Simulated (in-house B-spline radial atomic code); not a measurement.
A fraction x of an electron is removed from 4p in Sr³⁺, starting from [Ar] 3d10 4s2 4p5 and keeping the highest spin. Computed with a B-spline radial code for spherical atoms: scalar-relativistic (X2C) PBE0, spin-polarised, spherical fractional occupations, Fermi nucleus of rms radius 4.224 fm.

Caution: exact exchange at fractional occupations of open shells leaves self-interaction of up to several eV.

| x | E(x) - E(0) (eV) | 4p down level (eV) |
| --- | --- | --- |
| 0 | 0.0000 | -50.303 |
| 0.07 | 3.5509 | -51.152 |
| 0.21 | 10.8314 | -52.856 |
| 0.25 | 12.9554 | -53.345 |
| 0.47 | 24.9877 | -56.043 |
| 0.5 | 26.6746 | -56.413 |
| 0.6 | 32.3775 | -57.647 |
| 0.72 | 39.3842 | -59.132 |
| 0.85 | 47.1762 | -60.747 |
| 0.98 | 55.1786 | -62.367 |
| 1 | 56.4284 | -62.616 |

The exact functional would give a straight line between the two integer points. Deviations E(x) - E(0) - x[E(1) - E(0)], in eV: -0.399 at x = 0.07, -1.019 at x = 0.21, -1.152 at x = 0.25, -1.534 at x = 0.47, -1.54 at x = 0.5, -1.48 at x = 0.6, -1.244 at x = 0.72, -0.788 at x = 0.85, -0.121 at x = 0.98.

The curve lies below the straight line by up to 1.54 eV (at x = 0.5): convex, the delocalisation error, to which spherically averaged exact exchange adds.

Task: How well does Slater's transition state (minus the level at half occupation) give the ionisation energy?

Result: It gives 56.413 eV against 56.428 eV from the two total energies; NIST lists 56.28 eV, ground level to ground level. The end point has an open shell averaged over its orbitals, so its exact exchange keeps a self-interaction and this is no true integer point.
